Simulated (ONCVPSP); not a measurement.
# Potentials for Tc compared

Generated with ld1.x 7.5 (TM, RRKJ, ultrasoft, PAW), atompaw 4.2 or ONCVPSP 4.0.1. The cutoff is in Ry: for ld1.x and atompaw files where the sum of valence levels is converged to 10 mRy in a Bessel basis, for ONCV files where the hardest occupied wave has 1 mHa per electron of residual kinetic energy. The error is the largest all-electron minus pseudo excitation energy over each file’s own four to seven test configurations (ionisations up to +4, promotions, holes and added fractions of an electron), all of which were solved. The labels leave out finer settings (local radius, basis sizes, second energies), which also bear on the numbers. Spin-polarised tests are not counted. The rows are a selection from randomly drawn settings: files with unsolved tests, undetermined cutoffs or missed reference levels are left out.

A true bound ghost makes a file unfit for plane-wave use even where its test errors are small: the radial tests pick states by their node count and pass the ghost by.

| potential | cutoff (Ry) | largest error (meV) | bound ghosts |
| --- | --- | --- | --- |
| ONCV, PBE, scalar-relativistic, rc 1.85/1.30/2.30/2.55 (spdf), local smoothed, core correction yes, reference 4s2 4p6 4d5 5s1, qcut 8.5/5.2/5.4/4.9, projectors 2/2/2/2 | 142 | +24 | none |
| ONCV, PBE, scalar-relativistic, rc 1.65/1.60/1.65 (spd), local smoothed, core correction no, reference 4s2 4p6 4d6 5s1, qcut 8.7/7.1/6.5, projectors 2/1/3 | 53 | -1.6 | none |
| ONCV, PBEsol, fully relativistic, rc 1.35/1.55/2.20 (spd), local smoothed, core correction yes, reference 4s2 4p6 4d5.5 5s1.5, qcut 6.8/10.6/7.7, projectors 2/2/1 | 61 | -1.7 | none |
| ONCV, LDA (Perdew-Zunger), scalar-relativistic, rc 1.90/1.35/1.95 (spd), local smoothed, core correction no, reference 4s2 4p6 4d5 5s0.5, qcut 6.7/6.4/6.3, projectors 2/2/3 | 61 | -1.6 | none |
| ONCV, LDA (Perdew-Wang 92), scalar-relativistic, rc 2.00/1.95/1.45 (spd), local smoothed, core correction no, reference 4s2 4p6 4d5 5s1, qcut 6.8/8.4/7.3, projectors 3/2/2 | 43 | -3.7 | none |
| ONCV, LDA (Perdew-Zunger), scalar-relativistic, rc 2.75/1.80/1.40 (spd), local d, core correction no, reference 4p6 4d5 5s1.75 5p0.25, qcut 2.1/7.1/8.1, projectors 2/3/0 | 47 | -26 | s |
| ONCV, PBE, scalar-relativistic, rc 1.80/1.40/1.70 (spd), local smoothed, core correction no, reference 4s2 4p6 4d5 5s2, qcut 7.8/8.9/7.8, projectors 2/2/2 | 57 | -5.4 | none |

Q: Fill in the row for Tc: ONCV, PBE, scalar-relativistic, rc 1.90/1.30/1.90 (spd), local smoothed, core correction yes, reference 4s2 4p6 4d5 5s2, qcut 6.1/5.7/10, projectors 3/1/2.

A: cutoff 64 Ry, largest error -351 meV, bound ghosts: none.
